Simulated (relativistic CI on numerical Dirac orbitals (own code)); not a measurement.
Input to a radial Dirac CI calculation:

```
atom Pr  Z=59  charge=1  electrons=58
nucleus A=141  rms_radius_fm=4.8919
hamiltonian dirac-coulomb  breit=on  qed=on  c_scale=1
orbitals kli  potential=per-configuration
slater_scale 1
correlation none
mixing on
configurations
  [Xe] 4f3 6s
end
```

Task: How did the run end?

Result: It stopped: Fail('no pairing with the measured ground level').
